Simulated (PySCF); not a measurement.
## Simulated characterisation data

Theoretical values (PySCF 2.14): shielding tensors at PBE0/pcSseg-1 (GIAO), GFN2-xTB geometry. A single conformation, no solvent model, relativity neglected, rapidly exchanging positions averaged.

Shifts are taken against calculated references (same method and geometry level): TMS for ¹H (31.72 ppm) and ¹³C (186.93 ppm). Where no couplings were computed, multiplicities follow the n + 1 count of equivalent neighbours, and m marks all less simple cases (inequivalent or close neighbours, rings, F or P nearby). Shifts are as computed. Against solution values, carbons near 30 ppm lie about +3 ppm off and those near 130 ppm about +5 ppm; carbons on Cl a further +6 ppm. Of 1211 compounds with measured shifts, 218 miss one by over three times the rms of a fit or turn the order of signals round; such compounds aren't used in these exercises. Carbons bonded to Cl come out too deshielded.

**1.** `InChI=1S/C5H8ClN3/c1-4(2)9-5(6)3-7-8-9/h3-4H,1-2H3`. ¹H NMR (500 MHz, computed): δ 7.59 (s, 1H), 4.54 (sept, 1H), 1.64 (d, 6H). ¹³C{¹H} NMR (computed): δ 135.3, 134.2, 50.2, 25.6.

**2.** `C#C[Si@@H](C#C[SiH2]Cl)C(C)C`, C7H11ClSi2. ¹H NMR (500 MHz, computed): δ 5.29 (m, 1H), 5.26 (m, 1H), 4.74 (m, 1H), 1.94 (d, 1H), 1.37 (m, 3H), 1.22 (m, 1H), 1.22 (m, 3H). ¹³C{¹H} NMR (computed): δ 118.0 (C), 115.2 (C), 104.1 (CH), 86.5 (C), 20.5 (CH), 19.7 (CH3), 19.5 (CH3).
